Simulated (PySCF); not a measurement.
**³¹P chemical shifts**

PySCF 2.14.0 with density-fitted response routines calculation with coordinates at the GFN2-xTB level and shieldings: GIAO PBE0/pcSseg-1; isolated molecule, non-relativistic, single conformer, averaged over atoms made equivalent by symmetry, fast rotation or ring inversion.

Shieldings were converted by a linear fit to measured shifts: ³¹P (scatter 18.1 ppm rms vs H3PO4, solution or neat liquid). Occasional misses reach two or three times the rms, and more in compound classes unlike the fitted ones.

**Question.** Give the ³¹P shifts of `C=C[C@@H]1C[C@H]1[Si@@H](P)N[SiH3]`, `C=C(C)[Si@@H]1CC[Si@H](P)N1`, `PPP`, `CP(C)CC(F)(F)F`, `C=C[SiH2]N[Si@@H](P)C1CC1`, `CC(C)N[SiH2]C#C[SiH2]P`, `PPP`.

**Answer.** 
```tsv
compound	environment	δ (ppm)
C=C[C@@H]1C[C@H]1[Si@@H](P)N[SiH3]	phosphorus bonded to Si, 2 H	-231.9
C=C(C)[Si@@H]1CC[Si@H](P)N1	phosphorus bonded to Si, 2 H	-233.0
[PH2:1][PH:2][PH2:3]	P2: phosphorus bonded to 2 P, H	-147.7
[PH2:1][PH:2][PH2:3]	P1/3: phosphorus bonded to P, 2 H (×2)	-177.5
CP(C)CC(F)(F)F	phosphorus bonded to 3 C	-53.3
C=C[SiH2]N[Si@@H](P)C1CC1	phosphorus bonded to Si, 2 H	-239.7
CC(C)N[SiH2]C#C[SiH2]P	phosphorus bonded to Si, 2 H	-226.8
[PH2:1][PH:2][PH2:3]	P2: phosphorus bonded to 2 P, H	-147.7
[PH2:1][PH:2][PH2:3]	P1/3: phosphorus bonded to P, 2 H (×2)	-177.5
```
